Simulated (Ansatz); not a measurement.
Consider the redistribution: `O[SiH2][SnH2][SiH3]` + `[SiH3][O][GeH3]` → `[SiH3][SnH2][SiH3]` + `O[SiH2][O][GeH3]`.

Calculated with Ansatz (gas phase, PBE0-D4/def2-TZVP geometries, no zero-point term in ΔE). CCSD(T)/CBS adds triple-zeta CCSD(T) − MP2 to the extrapolated MP2 energy (def2 sets, frozen cores). Functionals use def2-TZVPP. Elements past krypton have def2 core potentials. For Ge, Sn outer-core shells are correlated without core-valence functions, which leaves a few kJ/mol of doubt a bond. Scalar relativity is left out up to krypton. One conformer a species, not always the lowest.

`O[SiH2][SnH2][SiH3]`:

```xyz
12

O     1.565   -2.034   -0.748
Si    1.468   -1.161    0.653
Sn    0.238    1.074    0.301
Si   -2.176    0.731   -0.486
H     2.035   -1.641   -1.484
H     2.821   -0.901    1.224
H     0.711   -2.018    1.599
H     1.074    2.003   -0.873
H     0.246    1.988    1.748
H    -2.923   -0.079    0.513
H    -2.184    0.006   -1.785
H    -2.874    2.032   -0.663
```

`[SiH3][O][GeH3]`:

Z-matrix (Å, degrees):
```
Si
O 1 1.633
H 1 1.484 2 108.2
H 1 1.490 2 111.0 3 120.0
H 1 1.490 2 111.0 3 -120.0
Ge 2 1.776 1 134.7 3 179.5
H 6 1.532 2 105.5 1 -179.4
H 6 1.538 2 108.4 1 60.7
H 6 1.538 2 108.4 1 -59.6
```

`[SiH3][SnH2][SiH3]`:

Cartesian coordinates in Å:
```
Si 0.264 1.086 -1.841
Sn -1.026 -0.111 0.022
Si 0.566 -0.997 1.824
H -0.661 1.606 -2.883
H 1.221 0.143 -2.479
H 1.031 2.226 -1.272
H -2.149 0.969 0.728
H -1.921 -1.408 -0.643
H 1.533 -1.951 1.219
H 1.326 0.131 2.424
H -0.184 -1.696 2.901
```

`O[SiH2][O][GeH3]`:

```xyz
10

O     1.199   -0.530    1.697
Si    0.308    0.725    1.119
O     0.074    0.648   -0.490
Ge   -0.768   -0.511   -1.544
H     2.130   -0.554    1.475
H     0.992    2.017    1.374
H    -0.981    0.617    1.844
H     0.237   -1.599   -1.950
H    -1.239    0.298   -2.758
H    -1.952   -1.110   -0.767
```

```
             level  ΔE (kJ/mol)
           PBE0-D4        -40.1
           ωB97X-V        -39.5
            B2PLYP        -39.0
              PBE0        -40.0
CCSD(T)/def2-TZVPP        -41.6
    MP2/def2-QZVPP        -39.7
      HF/CBS(def2)        -37.6
    CCSD/CBS(def2)        -39.7
```

(1) What does CCSD(T)/CBS give? (Best estimate.)

Largest T1 diagnostic among the species: 0.013.

## Answers

(1) Computed: -40.1 kJ/mol. The listed levels differ from it by 0.0, 0.6, 1.1, 0.1, -1.5, 0.4, 2.5, 0.4 kJ/mol.
